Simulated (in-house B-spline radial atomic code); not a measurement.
**RPBE excitations of the aluminium ion Al⁺**

Method: RPBE. Computed with an all-electron radial atomic-structure program (B-spline basis): linear response of the closed shell [Ne] 3s2 with the functional's adiabatic kernel; scalar-relativistic (spin-free one-electron X2C), finite nucleus, no spin-orbit coupling, no double excitations, S, P, D and F terms only.

Command:
```bash
python run_td.py task.json out
```
Settings (radii: box in bohr, nucleus in fm):
```
Z                        13
electrons                12
configuration            [Ne] 3s2
hamiltonian              x2c
method                   rpbe,pbe
box_radius               41.61
rms_radius               3.061
intervals                76
```

Run time, properties included: 0.3 s on 1 thread of Intel(R) Xeon(R) Platinum 8488C (Sapphire Rapids), with other jobs on the host.

The lowest states, in the order of their Tamm-Dancoff energies; the method's threshold (minus the highest occupied level) is 14.761 eV. Labels give the largest channel, * marks a mixed state, and oscillator strengths are full-response dipole values. Measured ¹D terms are left out, since they can mix with doubly excited terms. Semilocal kernels can invert the small singlet-triplet splittings of Rydberg terms. Energies in eV:

```csv
state,full response,Tamm-Dancoff,oscillator strength,measured (J-weighted term)
3s → 3p 3P,4.014,4.299,-,4.651
3s → 3p 1P,7.294,7.607,1.75,7.421
3s → 4s 3S,10.620,10.631,-,11.317
3s → 3d 3D,10.588,10.682,-,11.847
3s → 4s 1S,11.103,11.123,-,11.822
3s → 3d 1D,?,?,-,-
3s → 4p 3P,11.960,11.974,-,13.075
3s → 4p 1P,12.248,12.283,0.00498,13.257
3s → 5s 3S,13.218,13.219,-,14.890
3s → 5s 1S,?,?,-,?
```

Problem. Where does 3s → 5s 1S lie?

Solution. At 13.300 eV in full response, 13.304 eV in Tamm-Dancoff; measured 15.048 eV.

Problem. Where does 3s → 3d 1D lie?

Solution. At 11.356 eV in full response, 11.367 eV in Tamm-Dancoff.

Problem. How large is the singlet-triplet splitting of 3s → 3p (P terms) in Tamm-Dancoff?

Solution. 3.31 eV, from the unrounded values.

Problem. What polarisabilities and dispersion coefficient does the method give?

Solution. Dipole 24.83 bohr³, quadrupole 135.1 bohr⁵, C6 127.5 hartree·bohr⁶ for two such species.
